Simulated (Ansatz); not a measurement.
System: C2H6Be, charge 0, singlet. C2H6Be (SMILES [Be]([CH3])[CH3]).
B3LYP-D3(BJ)/def2-TZVP minimum from Ansatz (a first-principles code):
```
Be
C 1 1.6803
H 2 1.0952 1 112.05
H 2 1.0952 3 106.77 1 -123.03
H 2 1.0952 3 106.77 4 -113.93
C 1 1.6803 5 154.11 2 180.00
H 6 1.0952 1 112.05 5 60.00
H 6 1.0952 7 106.77 1 123.03
H 6 1.0952 7 106.77 8 113.93
```
Charge 0, spin multiplicity 1.

Wanted: atomisation energy (electronic, to ground-state atoms), in kcal/mol. Radicals and triplets start from unrestricted determinants; spin-orbit coupling is neglected. Cores are frozen in correlated methods. No relativity. CBS(X,Y): correlation extrapolated as X^-3, Hartree-Fock from the larger set. A bracket is a step between two methods taken in the basis named. For partners of very few electrons the exact lower level stands in for a higher one. The restricted determinant of Be ([Be], singlet) is unstable towards broken spin symmetry in at least one set run.

CCSD(T)/CBS(def2-TZVPP,def2-QZVPP) + [CCSDT(Q) - CCSD(T)]/def2-SVP (Ansatz) gives 762.1 kcal/mol.

### Question
How far off this value is PBE/def2-TZVPD (Ansatz), in which direction, and how far these levels: r2SCAN/def2-TZVPD, B3LYP/def2-TZVPD, PBE0/def2-TZVPD, wB97M-V/def2-TZVPD, CCSD(T)/CBS(def2-TZVPP,def2-QZVPP)?

### Answer
PBE gives 772.0 kcal/mol, 9.9 kcal/mol above it. Differences of the others: r2SCAN/def2-TZVPD (Ansatz) 6.7; B3LYP/def2-TZVPD (Ansatz) 3.4; PBE0/def2-TZVPD (Ansatz) 3.8; wB97M-V/def2-TZVPD (Ansatz) 3.6; CCSD(T)/CBS(def2-TZVPP,def2-QZVPP) (Ansatz) -0.4 kcal/mol.
